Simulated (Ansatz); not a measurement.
Ideal-gas functions of `F[P-](F)(F)(F)(F)F` at 800 K and 1 bar, from an Ansatz frequency run at PBE0-D4/def2-TZVPD.

Molar mass 144.96 g/mol, point group Oh (symmetry number 24), electronic degeneracy 1, moments of inertia 199.069, 199.07, 199.073 u Å². Harmonic wavenumbers (cm⁻¹, unscaled): 300, 300, 300, 460, 460, 460, 550, 550, 550, 565, 565, 734, 861, 861, 861.

Use S(trans) = R[1.5 ln M + 2.5 ln T − 1.1517]; rotational temperatures θ = 24.2544 K / I; S(rot) = R[ln(√π/σ · √(T³/θAθBθC)) + 1.5]; for each mode x = 1.438777 ν̃/T, S = R[x/(eˣ − 1) − ln(1 − e⁻ˣ)] and H = RT x/(eˣ − 1); 1 cm⁻¹ = 0.0119627 kJ/mol; R = 8.31446 J/(mol·K).

Question: By hand: the entropy, in J/(mol·K).

Answer: Translation 191.4. Rotation: θ = 0.1218, 0.1218, 0.1218 K, giving 100.4. Vibration, mode by mode: 13.54, 13.54, 13.54, 10.12, 10.12, 10.12, 8.74, 8.74, 8.74, 8.53, 8.53, 6.58, 5.46, 5.46, 5.46, in all 137.2. Electronic 0.0. Sum 429.0 J/(mol·K).

Question: By hand: H − E and G − E in kJ/mol, counted from the electronic energy.

Answer: Zero-point energy ½ × 8377 × 0.0119627 = 50.1; thermal vibration 58.8; translation, rotation and pV give 4 RT = 26.6. H − E = 135.5 kJ/mol, and G − E = 135.5 − 800 × 429.0/1000 = -207.7 kJ/mol.

Vibration gives 32 % of the entropy.
